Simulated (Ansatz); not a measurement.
`[SiH3][O][GaH][SiH3]` + H₂O → `[OH][GaH][O][SiH3]` + SiH₄  (formal hydrolysis of a Ga–Si bond)

Gas-phase electronic energies from Ansatz, PBE0-D4/def2-TZVP geometries. CCSD(T)/CBS adds triple-zeta CCSD(T) − MP2 to the extrapolated MP2 energy (def2 sets, frozen cores). This one scheme is used for every species. Functionals use def2-TZVPP. HSE06 is defined as in plane-wave codes. For Ga outer-core shells are correlated without core-valence functions, which leaves a few kJ/mol of doubt a bond. Scalar relativity is left out up to krypton. One conformer a species, not always the lowest.

(1) Is it downhill or uphill in electronic energy at CCSD(T)/CBS, and by how much? (An estimate is asked.)

(2) What do these levels give: HSE06-D4, BHLYP-D4, ωB97M-V, PBE, r2SCAN0, BHLYP, CAM-B3LYP, LC-ωPBE, CCSD/def2-SVP, MP2/def2-TZVPP, HF/def2-QZVPP, MP2/def2-QZVPP? (An estimate is asked.)

Largest T1 diagnostic among the species: 0.014.

## Answers

(1) The calculation gave: Downhill: ΔE = -46.1 kJ/mol.

(2) The calculation gave: HSE06-D4 -34.2, BHLYP-D4 -49.0, ωB97M-V -48.8, PBE -36.4, r2SCAN0 -46.8, BHLYP -56.5, CAM-B3LYP -57.7, LC-ωPBE -48.4, CCSD/def2-SVP -64.3, MP2/def2-TZVPP -58.3, HF/def2-QZVPP -68.2, MP2/def2-QZVPP -55.2 kJ/mol.

From BLYP to BHLYP (50 % exact exchange), in def2-TZVPP and without D4, ΔE moves by −5.1 kJ/mol. At CCSD(T), def2-SVP lies −17.9 kJ/mol from the extrapolated value and def2-TZVPP −6.1 kJ/mol.
